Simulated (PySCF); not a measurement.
Ge(H)(Me)2(OH) (C2H8GeO), SMILES [CH3][GeH]([CH3])[OH]. Geometry: PBE-D3(BJ)/def2-SVP. This is a generated structure with no PubChem entry under its InChIKey; it may be hypothetical. Other conformers were not sampled.

Question: Give the equilibrium geometry at PBE-D3(BJ)/def2-SVP (PySCF confirms it by a frequency run) as a Z-matrix, and its point group. (The exact figures need the calculation; the answer reports its results.)

Answer: This is not unique; one that fits is point group Cs.
```
Ge
O 1 1.8129
H 2 0.9745 1 110.68
H 1 1.5514 2 102.26 3 180.00
C 1 1.9672 4 111.42 2 -117.92
H 5 1.1072 1 110.41 4 57.91
H 5 1.1084 6 108.67 1 -121.69
H 5 1.1088 6 108.62 7 -117.49
C 1 1.9672 4 111.42 2 117.92
H 9 1.1072 1 110.41 4 -57.91
H 9 1.1084 10 108.67 1 121.69
H 9 1.1088 10 108.62 11 117.49
```
Charge 0, spin multiplicity 1.
